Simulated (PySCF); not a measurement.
Rows and methods have been separated. Pair them.

Compound: C4H7ClSi.
InChI=1S/C4H7ClSi/c1-2-4(6)3-5/h1,4H,3H2,6H3/t4-/m1/s1

The closed-shell ground state was solved 6 times with PySCF (density fitting, gas phase), always with PBE0, in these basis sets: 6-311+G(2d,p), 6-31G*, STO-3G, def2-SVP, def2-TZVP and pcSseg-0. Isolated species at its PBE0-D3(BJ)/def2-SVP geometry (one conformer only).

| row | total energy (Eh) | HOMO (eV) | LUMO (eV) | dipole (D) |
| --- | --- | --- | --- | --- |
| P | -905.7392 | -7.44 | 0.33 | 1.56 |
| Q | -905.8622 | -7.68 | -0.02 | 1.26 |
| R | -905.4341 | -7.63 | 0.34 | 1.26 |
| S | -904.5666 | -7.89 | 0.26 | 1.76 |
| T | -895.5748 | -5.71 | 3.94 | 1.58 |
| U | -905.8481 | -7.72 | -0.23 | 1.29 |

Which basis belongs to which row?

P = 6-31G*, Q = def2-TZVP, R = def2-SVP, S = pcSseg-0, T = STO-3G, U = 6-311+G(2d,p). From the lowest total energy up: def2-TZVP (240 functions) 0 eV; 6-311+G(2d,p) (220 functions) +0.38 eV; 6-31G* (106 functions) +3.35 eV; def2-SVP (127 functions) +11.65 eV; pcSseg-0 (76 functions) +35.26 eV; STO-3G (45 functions) +279.93 eV.

Conformer computed: `[CH:1]#[C:2][C@@H:3]([SiH3:4])[CH2:5][Cl:6]`: C2–C3–C5–Cl6 -179°.
